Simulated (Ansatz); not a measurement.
C2H6BFOSi, SMILES `C[Si]1(F)CBO1`. Total charge 0; spin multiplicity 1. All single points use the PBE0-D4/def2-TZVP geometry.

```xyz
12

C    -0.641   -1.365   -1.150
Si    0.011    0.260   -0.575
F    -0.099    1.296   -1.781
C    -0.317    0.950    1.108
B     1.248    0.638    1.201
O     1.613    0.176   -0.041
H    -1.682   -1.274   -1.468
H    -0.587   -2.109   -0.352
H    -0.056   -1.728   -1.999
H    -0.557    2.015    1.147
H    -0.964    0.420    1.808
H     2.031    0.722    2.101
```

Q: What is the dipole moment at ωB97M-V/def2-TZVPP? (Estimate.)

A: Ansatz gave: 2.23 D, with components (-1.76, -1.16, 0.71) D in this frame, pointing from negative to positive charge.

Q: And with PBE, r2SCAN, B3LYP? (Best estimate.)

A: Ansatz gave: PBE 2.16 D, r2SCAN 2.21 D, B3LYP 2.24 D.

Q: Give the Mulliken charges with ωB97M-V, B3LYP, PBE in def2-TZVPP. (An estimate is asked.)

A: Ansatz gave: 
```tsv
atom	ωB97M-V	B3LYP	PBE
C1	-0.43	-0.38	-0.38
Si2	0.66	0.68	0.56
F3	-0.30	-0.32	-0.27
C4	-0.44	-0.39	-0.35
B5	0.18	0.22	0.19
O6	-0.35	-0.35	-0.28
H7	0.12	0.10	0.11
H8	0.12	0.10	0.11
H9	0.13	0.11	0.11
H10	0.13	0.11	0.10
H11	0.12	0.10	0.10
H12	0.07	0.02	0.00
```

B3LYP here is the variant with VWN-RPA as its local correlation; programs differ in this.
